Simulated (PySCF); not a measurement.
Geometries of 2 isomers of C7H6N2, from PBE0-D3(BJ)/def2-SVP geometry optimisation, gas phase in PySCF. One conformer each, no zero-point energy, no frequencies.

Problem. Which isomer lies lower at this level?
A.
```xyz
15
angstrom
C     -1.888    0.506    0.039
C     -1.760   -0.901    0.011
C     -0.522   -1.520   -0.017
C      0.605   -0.685   -0.015
N      1.941   -0.948   -0.037
N      2.690    0.160   -0.024
C      1.855    1.175    0.006
C      0.499    0.727    0.014
C     -0.773    1.326    0.041
H     -2.886    0.948    0.061
H     -2.664   -1.515    0.010
H     -0.432   -2.608   -0.039
H      2.394   -1.851   -0.059
H      2.236    2.196    0.021
H     -0.877    2.414    0.064
```
B.
```xyz
15
angstrom
C     -2.459   -0.900   -0.097
C     -1.094   -0.280   -0.088
C     -0.927    1.096    0.146
C      0.351    1.638    0.147
C      1.439    0.799   -0.084
C      1.172   -0.554   -0.307
C      2.267   -1.461   -0.552
N      3.169   -2.161   -0.745
N     -0.055   -1.080   -0.310
H     -3.096   -0.442   -0.870
H     -2.964   -0.757    0.870
H     -2.372   -1.975   -0.298
H     -1.800    1.728    0.324
H      0.504    2.704    0.327
H      2.465    1.171   -0.094
```

Solution. A. That is `c1n[nH]c2ccccc21`, 12.3 kcal/mol below the other.

```
          SMILES                                  atoms numbered as above      E (Eh)  relative (kcal/mol)  relative (kJ/mol)  dipole (D)
c1ccc2[nH]ncc2c1  [cH:1]1[cH:2][cH:3][c:4]2[nH:5][n:6][cH:7][c:8]2[cH:9]1  -379.15319                  0.0                0.0        1.73
  Cc1cccc(C#N)n1  [CH3:1][c:2]1[cH:3][cH:4][cH:5][c:6]([C:7]#[N:8])[n:9]1  -379.13356                 12.3               51.5        5.71
```

As drawn, the lower has an N–N linkage and an N–H bond, which the higher lacks; the higher has a C≡N group, which the lower lacks.
